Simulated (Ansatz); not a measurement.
Geometry optimisation, Ansatz 0.2.0, RKS r2SCAN-D4/def2-TZVP.

input.yaml

```yaml
crystal:
  periodic: [false, false, false]
  atoms:
    - { symbol: C, position_ang: [-0.0136, -0.7793, -0.2234] }
    - { symbol: As, position_ang: [0.7436, 0.8114, 0.6704] }
    - { symbol: H, position_ang: [-0.2983, -1.5308, 0.4943] }
    - { symbol: H, position_ang: [0.7115, -1.1071, -1.0098] }
    - { symbol: H, position_ang: [-1.011, -0.4364, -0.7363] }
    - { symbol: H, position_ang: [-0.6142, 1.2344, 1.325] }
    - { symbol: H, position_ang: [0.5432, 1.7398, -0.5658] }
basis:
  gaussian: { orbitals: def2-TZVP }
hamiltonian:
  xc: r2scan
  dispersion: d4
relax:
  f_tol: 0.02
  max_steps: 50
output:
  orbitals: {}
```

Command:

```bash
$ ansatz run input.yaml --threads 2 --pin off --max-ram 3072MiB --backend cpu --events-out ev --progress --plain --runs-dir out
```

Problem. Where does it end, and by what steps?

Solution. The run converged. After 3 steps the energy has fallen by 0.195 eV; H5 moved furthest, 0.08 Å.

```
step  energy less start (eV)  largest force component (eV/Å)  accepted
   0                  0.0000                           1.909       yes
   1                 -0.1718                           0.722       yes
   2                 -0.1929                           0.163       yes
   3                 -0.1951                           0.014       yes
```

```xyz
7
Properties=species:S:1:pos:R:3
C -0.062 -0.754 -0.256
As 0.727 0.809 0.667
H -0.248 -1.532 0.484
H 0.664 -1.129 -0.977
H -0.990 -0.507 -0.767
H -0.577 1.274 1.303
H 0.548 1.771 -0.500
```

Run time: 4.5 s on 2 threads of AMD EPYC 9R45 (Zen 5) (shared host), peak memory 0.2 GiB.
